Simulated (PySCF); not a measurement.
Below is a simulated gas-phase Cl 2p photoelectron spectrum of Be2Cl2H2 ((ClBe-mu-H)2).

Every computed line was given a Gaussian of 0.5 eV full width at half maximum and an area set by the number of equivalent atoms (split 2:1 within a doublet); the highest printed point is 100. Method used: delta-SCF UKS SCAN, pcX-2 on the ionised atom, pcseg-1 elsewhere, spin-free X2C (PySCF 2.14.0).

```csv
binding energy (eV),intensity
205.3,0
205.4,2
205.5,6
205.6,16
205.7,35
205.8,62
205.9,88
206.0,100
206.1,91
206.2,67
206.3,39
206.4,18
206.5,7
206.6,2
206.7,1
206.8,0
206.9,0
207.0,0
207.1,2
207.2,5
207.3,12
207.4,23
207.5,37
207.6,48
207.7,49
207.8,41
207.9,27
208.0,14
208.1,6
208.2,2
208.3,1
208.4,0
```

How many maxima does the curve show, and how many computed lines lie under it?

The curve has 2 maxima (at 206.0 and 207.7 eV). Under it lie 2 lines from 1 inequivalent chlorine site, drawn as a 2p3/2, 2p1/2 pair.

Decompose the envelope and assign each component. Bonds: Be1–Cl2, Be4–Cl5. Hydrogens: H3, H6 on Be1; H3, H6 on Be4.

```json
{"position (eV)": "206.01", "relative area": "1.33", "line": "Cl 2p3/2", "atoms": "Cl2/Cl5", "environment": "chlorine bonded to Be"}
{"position (eV)": "207.66", "relative area": "0.67", "line": "Cl 2p1/2", "atoms": "Cl2/Cl5", "environment": "chlorine bonded to Be"}
```

What are the centre and the root-mean-square width of the whole band?

The area-weighted mean of the lines is 206.56 eV. Their own spread about it is 0.78 eV (rms) and each Gaussian has σ = 0.5/2.355 = 0.21 eV; the variances add, which gives 0.81 eV.

The curve has no shake-up lines and no vibrational structure. Atoms equivalent by their bonding share one computed value, that of the first of them. The 2p values add to the ΔSCF energy of one spin-free hole a correction within the shell (spin–orbit coupling, ligand field). 2p1/2 minus 2p3/2 (ligand field included): Cl 1.65 eV. Isolated species at its PBE0-D3(BJ)/def2-SVP geometry, gas phase.
